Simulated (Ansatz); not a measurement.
BFH₆O₂Si₂, SMILES OB(O)[SiH2][SiH2]F. Atoms are numbered in the order given.

```xyz
12

Si    -1.7823    -0.0424     0.1563
F     -3.0047    -0.0696    -0.9274
Si     0.3005     0.0120    -0.9191
B      1.7796     0.0619     0.5010
O      2.3712    -1.0685     0.9740
O      2.1943     1.2259     1.0716
H     -1.9587     1.1679     1.0148
H     -1.9039    -1.2590     1.0147
H      0.3258     1.2312    -1.7923
H      0.4022    -1.2017    -1.7941
H      2.0703    -1.8747     0.5415
H      1.7715     2.0112     0.7081
```
Charge 0, spin multiplicity 1.

The structure is a stationary point at r2SCAN-D4/def2-SVP. This is a generated structure with no PubChem entry under its InChIKey; it may be hypothetical. The values are those of a single conformer.

Two levels are set side by side: PBE-D3(BJ)/def2-SVP (Ansatz, a first-principles code) and r2SCAN-D4/def2-SVP (Ansatz). Each level has its own optimised geometry; the coordinates shown are those of the second. Differences are taken from unrounded values.

```csv
quantity,r2SCAN-D4,PBE-D3(BJ),PBE-D3(BJ) minus r2SCAN-D4
mean bond length (Å),1.515,1.524,0.009
bond Si1–F2 (Å),1.634,1.646,0.012
bond Si1–Si3 (Å),2.345,2.346,0.001
bond Si3–B4 (Å),2.051,2.055,0.004
bond B4–O5 (Å),1.361,1.367,0.007
bond B4–O6 (Å),1.361,1.370,0.009
bond Si1–H7 (Å),1.494,1.510,0.016
bond Si1–H8 (Å),1.494,1.505,0.011
bond Si3–H9 (Å),1.500,1.509,0.010
bond Si3–H10 (Å),1.500,1.509,0.009
bond O5–H11 (Å),0.963,0.972,0.009
bond O6–H12 (Å),0.963,0.972,0.009
```

Here PBE gives about what the other level gives.
